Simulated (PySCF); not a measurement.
# [Re3]− at several levels of theory

Computed with PySCF 2.14.0 (density fitting, no spin-orbit coupling) at the geometry relaxed with r2SCAN:

```xyz
3
[Re3]− (triplet)
Re    1.3907    0.0939    0.0000
Re   -0.6086    1.0594    0.0000
Re   -0.7820   -1.1533    0.0000
```

```json
{"level": "r2SCAN", "basis": "Re def2-SVP with ECP60", "state": "triplet", "HOMO (eV)": "0.28", "gap (eV)": "0.86", "charge on Re1 (e)": "-0.33", "dipole about the centre of mass (D)": "0.08", "largest force component (eV/Å)": "0.03"}
{"level": "TPSSh", "basis": "the same", "state": "triplet", "HOMO (eV)": "0.26", "gap (eV)": "1.12", "charge on Re1 (e)": "-0.34", "dipole about the centre of mass (D)": "0.14", "largest force component (eV/Å)": "0.10"}
{"level": "revPBE", "basis": "the same", "state": "triplet", "HOMO (eV)": "0.58", "gap (eV)": "0.48", "charge on Re1 (e)": "-0.35", "dipole about the centre of mass (D)": "0.16", "largest force component (eV/Å)": "0.40"}
{"level": "BP86", "basis": "the same", "state": "triplet", "HOMO (eV)": "0.40", "gap (eV)": "0.42", "charge on Re1 (e)": "-0.36", "dipole about the centre of mass (D)": "0.14", "largest force component (eV/Å)": "0.36"}
{"level": "r2SCAN", "basis": "Re def2-TZVP with ECP60", "state": "triplet", "HOMO (eV)": "0.27", "gap (eV)": "0.86", "charge on Re1 (e)": "-0.38", "dipole about the centre of mass (D)": "0.01", "largest force component (eV/Å)": "0.31"}
{"level": "r2SCAN", "basis": "Re x2c-SVPall", "state": "triplet", "HOMO (eV)": "0.19", "gap (eV)": "0.87", "charge on Re1 (e)": "-0.47", "dipole about the centre of mass (D)": "0.02", "largest force component (eV/Å)": "1.28"}
```

HOMO and gap are taken over both spins. Charges are Mulliken's, which hang on the basis. The relaxation used the grid (50, 194), these runs (75, 302) or, all-electron (x2c bases, spin-free X2C Hamiltonian), (99, 590).

(1) What does B3LYP with Re def2-SVP with ECP60 give here?

No frequency check is given that shows the relaxed geometry to be a minimum. The relaxed state is spin-contaminated (spin squared 2.86 against 2.00). Open shells may have lower solutions than the one found.

The highest filled level of some runs lies above zero, as often for anions with such functionals and bases.

A gap near or under zero over both spins lies within a partly filled shell and is no excitation energy.

Some runs are spin-contaminated.

Results:

(1) state triplet, HOMO (eV) 0.03, gap (eV) 1.52, charge on Re1 (e) -0.34, dipole about the centre of mass (D) 0.14, largest force component (eV/Å) 0.37. Time: 24 s on 2 threads of Arm Neoverse V2, on a shared host, from an already converged density.
